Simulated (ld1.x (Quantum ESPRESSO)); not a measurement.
oxygen: excitation energies, all-electron against PAW

* Element: O (Z = 8)
* Generator: ld1.x (Quantum ESPRESSO) 7.5
* Type: PAW
* Functional: LDA (PZ)
* Relativity: scalar-relativistic
* Frozen core: [He]
* Valence charge: 6
* Reference configuration: 2s1.5 2p4.5
* Partial waves: 2s (bound): rcut 0.80, rcutus 1.05 bohr; 2s channel at -1.4 Ry: rcut 0.80, rcutus 1.05 bohr; 2p (bound): rcut 1.05, rcutus 1.20 bohr; 2p channel at 3 Ry: rcut 1.05, rcutus 1.20 bohr
* Local potential: all-electron potential smoothed inside 0.95 bohr (lloc = -2)
* Core correction: a·sin(br)/r model core, default radius (ld1.x builds one for every PAW set, though the input has nlcc=.false.)
* Augmentation charge: PSQ, inside the norm-conserving radii

Energies are relative to the spin-unpolarised reference configuration 2s1.5 2p4.5; without spin polarisation the order of configurations can differ from experiment. Spin-polarised rows fill each open shell by Hund’s rule, majority spin first.

```json
{"valence configuration": "2s2 2p4", "charge": "0", "ΔE all-electron (eV)": "-7.285", "error AE − PS (meV)": "0.0"}
{"valence configuration": "2s2 2p3", "charge": "+1", "ΔE all-electron (eV)": "9.299", "error AE − PS (meV)": "-0.6"}
{"valence configuration": "2s2 2p2", "charge": "+2", "ΔE all-electron (eV)": "43.007", "error AE − PS (meV)": "-0.2"}
{"valence configuration": "2s2 2p1", "charge": "+3", "ΔE all-electron (eV)": "96.971", "error AE − PS (meV)": "+1.7"}
{"valence configuration": "2s2 2p3.5", "charge": "+0.5", "ΔE all-electron (eV)": "-0.919", "error AE − PS (meV)": "-0.4"}
{"valence configuration": "2s0 2p6", "charge": "0", "ΔE all-electron (eV)": "21.943", "error AE − PS (meV)": "-1.3"}
{"valence configuration": "2s1.5 2p4.5 (spin-polarised)", "charge": "0", "ΔE all-electron (eV)": "-1.470", "error AE − PS (meV)": "-1.2"}
{"valence configuration": "2s2 2p4 (spin-polarised)", "charge": "0", "ΔE all-electron (eV)": "-8.694", "error AE − PS (meV)": "-1.4"}
```

(1) What are ΔE and the potential's error for 2s1 2p5?

Answers

(1) ΔE = 7.300 eV all-electron; the error (AE − PS) is -0.2 meV.
